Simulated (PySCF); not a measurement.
Spinor energies of Re (rhenium, neutral)

Start: [Xe] 4f14 5d6 6s1; 5d3/2 filled at m_j = +3/2; 5d5/2 filled at m_j = -3/2, -1/2, +1/2, +3/2, +5/2; 6s1/2 filled at m_j = +1/2. Calculated with PySCF 2.14 in x2c-SVPall-2c with one added diffuse shell each of s, d type (8s9p10d2f, 99 functions): generalised Hartree-Fock with the X2C-1e Hamiltonian and a Gaussian nucleus; one run each with spin-orbit coupling (SO) switched off, then screened by Boettger's factors. This is a chosen level, not necessarily the ground level.

| spinor shell | electrons | ε, spin-free (eV) | ε, screened SO (eV) | weight of nominal j (screened SO) | rms radius, screened SO (bohr) |
| --- | --- | --- | --- | --- | --- |
| 1s1/2 | 2 | -72060.9 | -72038.0 | 1.000 | 0.0204 |
| 2s1/2 | 2 | -12635.4 | -12628.2 | 1.000 | 0.0824 |
| 2p1/2 | 2 | -11032.1 | -12062.4 | 1.000 | 0.0700 |
| 2p3/2 | 4 | -11032.1 | -10616.6 | 1.000 | 0.0775 |
| 3s1/2 | 2 | -2986.8 | -2984.4 | 1.000 | 0.210 |
| 3p1/2 | 2 | -2505.9 | -2732.2 | 1.000 | 0.202 |
| 3p3/2 | 4 | -2505.9 | -2412.8 | 1.000 | 0.217 |
| 3d3/2 | 4 | -1953.9 | -1993.2 | 1.000 | 0.192 |
| 3d5/2 | 6 | -1953.9 | -1925.1 | 1.000 | 0.196 |
| 4s1/2 | 2 | -654.46 | -653.62 | 1.000 | 0.468 |
| 4p1/2 | 2 | -493.89 | -547.06 | 1.000 | 0.476 |
| 4p3/2 | 4 | -493.89 | -471.71 | 1.000 | 0.509 |
| 4d3/2 | 4 | -288.27 | -296.29 | 0.999 | 0.531 |
| 5s1/2 | 2 | -98.177 | -97.958 | 1.000 | 1.12 |
| 5p1/2 | 2 | -55.037 | -63.988 | 0.950 | 1.28 |
| 4f5/2 | 6 | -57.547 | -58.587 | 0.988 | 0.639 |
| 4f7/2 | 8 | -57.547 | -55.960 | 0.990 | 0.641 |
| 5p3/2 | 4 | -55.037 | -51.051 | 0.972 | 1.32 |
| 5d5/2 | 5 | -8.915 | -9.464 | 0.501 | 2.15 |
| 6s1/2 | 1 | -7.943 | -7.921 | 0.968 | 3.45 |
| 5d3/2 | 1 | -8.915 | -6.077 | 0.679 | 2.30 |

**Question.** Where does 4d5/2 lie, and what is the 4d spin-orbit splitting (screened SO)?

**Answer.** At -282.01 eV, 14.276 eV above 4d3/2.

```json
{"quantity": "E (hartree)", "spin-free": "-16679.08224", "screened SO": "-16699.67205"}
{"quantity": "M_J", "spin-free": "9/2", "screened SO": "9/2"}
{"quantity": "⟨J²⟩", "spin-free": "24.767", "screened SO": "24.779"}
{"quantity": "⟨L²⟩", "spin-free": "6.009", "screened SO": "6.481"}
{"quantity": "⟨S²⟩", "spin-free": "8.759", "screened SO": "8.576"}
```

Each row is a mean over spinors that exchange with the open shell spreads, by up to 6.629 eV (5p3/2).

Rows whose weight is well below 1 are mixtures of j = l ± 1/2: exchange outweighs spin-orbit coupling there, and the label is only the starting occupation.

Breit and QED terms are absent; they matter most for the inner s and p1/2 levels.

Densities and radii are taken from the X2C orbitals without a picture-change correction, which distorts them close to the nucleus.

Without spin-orbit coupling the j labels of p, d and f shells carry no meaning; the spin-free column gives the mean over the occupied spinors of each nl shell.
